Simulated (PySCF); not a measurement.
# Electronic structure of Sb⁺ (antimony, charge +1) at the r2SCAN level

Configuration: [Kr] 4d10 5s2 5p2, high-spin 3P determinant. Calculation: PySCF 2.14, in cc-pVDZ-PP with ECP28MDF; a scalar-relativistic core potential.

```
Total energy                                                  : -239.9668 hartree
One-electron energy                                           : -412.5832 hartree
Hartree (Coulomb) energy                                      : 191.8272 hartree
Exchange-correlation energy                                   : -19.2108 hartree
⟨S²⟩                                                          : 2.0039
⟨L²⟩                                                          : 2.011
Sum of ⟨r⟩                                                    : 26.84 bohr
Sum of ⟨r²⟩                                                   : 45.62 bohr²
Traceless quadrupole moment −½Σ⟨3z² − r²⟩ along its main axis : 3.10 e·bohr²
Time after the integrals                                      : 0.36 s of wall time on 1 thread of Neoverse-V1 (shared host)
```

```csv
shell,electrons,mean orbital energy (eV),spread (eV),"rms radius, mean of both spins (bohr)"
4s α,1,-162.80,0,0.848
4s β,1,-162.68,0,0.848
4p α,3,-114.49,0.470,0.917
4p β,3,-114.38,0.577,0.917
4d α,5,-42.670,0.463,1.11
4d β,5,-42.444,0.653,1.11
5s α,1,-21.839,0,2.30
5s β,1,-19.956,0,2.30
5p α,2,-12.955,0,2.84
```

Energies and moments cover only the electrons outside the core potential.
